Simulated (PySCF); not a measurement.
Input for PySCF: R-B3LYP/6-311+G** on CH2O (SMILES C=O).

```python
from pyscf import gto, scf, dft, mp
from pyscf.data.elements import chemcore

mol = gto.M(
    atom='''
    C     0.44806166   -0.36434719    3.84108980
    O    -0.47937629   -0.67452895    3.14584957
    H     0.44247858   -0.54008709    4.93317442
    H     1.35544732    0.11273602    3.42521397
    ''',
    basis='6-311+g**',
    charge=0, spin=0, verbose=3, max_memory=1800)
mf = dft.RKS(mol, xc='b3lyp')
mf.conv_tol = 1e-8
mf.max_cycle = 100
mf.kernel()
if not mf.converged:
    mf = mf.newton().run(mf.mo_coeff, mf.mo_occ)
```

Problem. Predict the final total energy.

Solution. -114.5417 hartree.
